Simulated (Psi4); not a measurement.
pentafluoroethane (C2HF5), singlet, geometry from GFN2-xTB. Base run: PBE/6-31G* in Psi4 1.11.

Psi4 was given this input:
```
memory 2 GB

molecule mol {
0 1
  F     1.251144   -1.248423    0.511104
  C     0.931386   -0.169865   -0.218652
  F     1.587801    0.883492    0.288926
  C    -0.595882    0.079322   -0.141779
  F    -1.023063    0.275912    1.097322
  F    -0.921973    1.149807   -0.868498
  F    -1.255767   -0.963978   -0.648210
  H     1.243703   -0.328042   -1.263212
}

set basis 6-31g*
set reference rks

energy('pbe')
print_variables()
```

The base run was repeated with changes; each row names its change, and settings that it needs were set with it.

```csv
change,ΔE vs base (mEh),point group used,SCF cycles
base,0.000,c1,9
jitter_ang = 0.002,-0.073,c1,9
"molecule keys = symmetry c1, no_reorient, no_com",0.000,c1,9
molecule keys = symmetry c1,0.000,c1,9
molecule keys = no_reorient,0.000,c1,9
```
